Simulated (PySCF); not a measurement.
**Pt (platinum, neutral) across methods**

[Xe] 4f14 5d9 6p1, one real determinant (an excited configuration). Computed with PySCF 2.14 in def2-QZVPPD with the def2 core potential (60 electrons) (7s5p4d4f2g, 88 functions), with a scalar-relativistic core potential.

```tsv
method	E (hartree)	mean ε 5d α (eV)	mean ε 5d β (eV)	mean ε 6p α (eV)	Σ⟨r²⟩ (bohr²)	⟨S²⟩
UHF	-118.25124	-13.893	-12.960	-3.692	65.23	2.002
TPSSh	-119.0520	-8.891	-8.206	-2.357	62.74	2.001
PBEsol	-118.9603	-8.332	-7.652	-2.207	62.56	2.001
PBE	-119.1251	-8.331	-7.663	-2.210	62.83	2.001
r2SCAN	-119.1278	-8.546	-7.797	-2.330	62.02	2.001
LDA	-118.8853	-8.506	-7.831	-2.279	62.50	2.000
B3LYP	-119.1360	-9.593	-8.936	-2.571	63.03	2.001
PBE0	-119.0830	-9.903	-9.177	-2.693	62.91	2.001
```

(1) Estimate the same row for PW91.

⟨L²⟩ = 8.21 against 12 for a pure F term, so this real determinant mixes terms. Energies and moments cover only the electrons outside the core potential. Spin-orbit coupling, absent here, splits the open shell strongly.

Answers

(1) E (hartree) = -119.1799; mean ε 5d α (eV) = -8.377; mean ε 5d β (eV) = -7.713; mean ε 6p α (eV) = -2.242; Σ⟨r²⟩ (bohr²) = 62.59; ⟨S²⟩ = 2.001.
